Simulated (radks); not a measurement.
Task: All-electron atom: neutral manganese in [Ar] 3d5 4s2 (the NIST ground configuration). All-electron calculation, scalar-relativistic Kohn-Sham, PBE, spin-polarised, spherical densities, point nucleus; open shells are filled with parallel spins first; hard spherical wall at 8 bohr. Program: a radial shooting solver on a logarithmic mesh with Libxc functionals. Some entries of the table are withheld. Estimate them.

orbital,occ.,eigenvalue (hartree),<r^2> (bohr^2)
1s down,1,-236.2316,0.004988
1s up,1,-236.2311,0.004988
2s up,1,-27.32253,0.09240
2s down,1,-27.24703,0.09203
2p up,3,-23.13338,0.07529
2p down,3,-23.07598,0.07490
3s up,1,-3.20145,0.8365
3s down,1,-3.01285,0.8433
3p up,3,-2.05146,0.9626
3p down,3,-1.86653,0.9791
3d up,5,-0.29048,1.896
4s up,1,-0.19493,(1)
4s down,1,-0.15610,(2)
3d down,0,-0.13019,2.635
4p up,0,-0.03970,15.17
4p down,0,-0.01999,16.60
4d up,0,0.14127,23.92
5s up,0,(3),(4)
4d down,0,0.15355,24.39
5s down,0,(5),(6)

Result: 
(1) 4s up <r^2> (bohr^2): 10.01
(2) 4s down <r^2> (bohr^2): 11.38
(3) 5s up eigenvalue (hartree): 0.14362
(4) 5s up <r^2> (bohr^2): 26.09
(5) 5s down eigenvalue (hartree): 0.16394
(6) 5s down <r^2> (bohr^2): 26.05
